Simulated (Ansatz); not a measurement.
Reaction: TeCl2 (SMILES Cl[Te]Cl) → TeCl2+ (parent SMILES Cl[Te]Cl, doublet) + e-
Each species at its own B3LYP-D3(BJ)/def2-TZVP minimum (Ansatz, a first-principles code).

Quantity: adiabatic ionisation energy (electronic), in eV. Open shells are spin-unrestricted; no spin-orbit coupling. Cores are frozen in correlated methods (noble-gas shells, and filled d and f shells in the p block). Past Kr the def2 sets carry scalar-relativistic core potentials. CBS(X,Y): correlation extrapolated as X^-3, Hartree-Fock from the larger set. A bracket is a step between two methods taken in the basis named. Spin-orbit terms, left out, reach several kcal/mol for Br and I, and more for heavier atoms. The spin of Cl2Te+ (parent SMILES Cl[Te]Cl, doublet) was assumed, and the state is the lowest solution found for it.

CCSD(T)/CBS(def2-TZVPP,def2-QZVPP) + [CCSDT(Q) - CCSD(T)]/def2-SVP (Ansatz) gives 8.85 eV.

### Question
What does PBE/def2-TZVPD (Ansatz) give here, and how do the other levels compare?

### Answer
PBE gives 8.50 eV, 0.35 eV below it. Differences of the others: B3LYP/def2-TZVPD (Ansatz) -0.12; PBE0/def2-TZVPD (Ansatz) -0.20; wB97M-V/def2-TZVPD (Ansatz) -0.10; B2PLYP/def2-TZVPD (Ansatz) -0.19; CCSD(T)/CBS(def2-TZVPP,def2-QZVPP) (Ansatz) 0.02 eV.
